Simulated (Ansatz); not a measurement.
Zn6O6, a cluster cut from wurtzite ZnO (bare). Charge 0, multiplicity 3. Geometry PBE-D4/def2-SVP, that of the neutral singlet; atoms count from 1.

Cartesian coordinates in Å:
```
Zn -1.556 -1.101 0.576
O -0.218 -2.305 -0.067
O -1.926 -0.188 -1.273
Zn -0.250 -0.998 -1.705
Zn 1.410 -1.374 0.301
O 1.595 -0.512 -1.599
O -1.595 0.512 1.599
Zn -1.409 1.374 -0.301
Zn 0.250 0.998 1.705
O 1.926 0.188 1.273
O 0.218 2.305 0.067
Zn 1.556 1.101 -0.576
```

Single mean-field runs in def2-TZVP are fitted with def2-universal-jkfit. At PBE0-D4/def2-TZVP a singlet of charge 0 lies 3.18 eV below the triplet at the same geometry.

Question: Estimate the Mulliken populations from the PBE0/def2-TZVP orbitals of Ansatz.

Answer: 
| atom | charge (e) | spin (α − β) | d electrons |
| --- | --- | --- | --- |
| Zn1 | 0.64 | 0.16 | 10.04 |
| O2 | -0.69 | 0.02 | – |
| O3 | -0.63 | 0.25 | – |
| Zn4 | 0.66 | 0.17 | 10.04 |
| Zn5 | 0.64 | 0.16 | 10.04 |
| O6 | -0.63 | 0.25 | – |
| O7 | -0.63 | 0.25 | – |
| Zn8 | 0.64 | 0.16 | 10.04 |
| Zn9 | 0.66 | 0.17 | 10.04 |
| O10 | -0.63 | 0.25 | – |
| O11 | -0.69 | 0.02 | – |
| Zn12 | 0.64 | 0.16 | 10.04 |
Mulliken values and Mayer orders depend strongly on the basis.

Question: Where does the spin sit?

Answer: Summed by element: Zn 0.98, O 1.02, of 2 unpaired in all. Largest on single atoms: O7 0.25, O3 0.25, O6 0.25.

Question: And the Mayer bond orders between bonded heavy atoms (over 0.3)?

Answer: Zn1–O2 0.68 (1.91 Å); Zn1–O3 0.37 (2.09 Å); Zn1–O7 0.65 (1.91 Å); O2–Zn4 0.41 (2.09 Å); O2–Zn5 0.68 (1.91 Å); O3–Zn4 0.62 (1.91 Å); O3–Zn8 0.65 (1.91 Å); Zn4–O6 0.62 (1.91 Å); Zn5–O6 0.37 (2.09 Å); Zn5–O10 0.65 (1.91 Å); O6–Zn12 0.65 (1.91 Å); O7–Zn8 0.37 (2.09 Å); O7–Zn9 0.62 (1.91 Å); Zn8–O11 0.68 (1.91 Å); Zn9–O10 0.62 (1.91 Å); Zn9–O11 0.41 (2.09 Å); O10–Zn12 0.37 (2.09 Å); O11–Zn12 0.68 (1.91 Å).
